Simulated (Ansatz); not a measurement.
```yaml
crystal:
  periodic: [false, false, false]
  atoms:
    - {symbol: Cd, position_ang: [-1.968621, -1.070526, -0.552479]}
    - {symbol: Cd, position_ang: [2.317897, 0.318416, -1.081904]}
    - {symbol: Se, position_ang: [-0.769710, 1.512953, -0.701673]}
    - {symbol: Se, position_ang: [-0.003565, 0.757184, 1.397110]}
    - {symbol: Se, position_ang: [0.423999, -1.518036, 0.938947]}
basis:
  gaussian: {orbitals: def2-TZVPD, initial_orbitals: start.molden}
total_charge: -1
magnetization: {spin_polarized: true, initial_magnetization: 1}
hamiltonian: {xc: {name: wB97X-V}}
scf: {omitted_lower_state_checks: [starts]}
output: {orbitals: {seedname: orbitals}}
```

The file start.molden holds the orbitals of an earlier run on this structure, at another level or in another basis.

```sh
$ ansatz run in.yaml --threads 4 --pin off --events-out ev --progress --plain --max-ram 4787MiB
```

Question: Does this run fit into the memory that it is given?

Answer: No. It has 251 basis functions, and Ansatz plans for 6 GiB where 5 GiB are given.
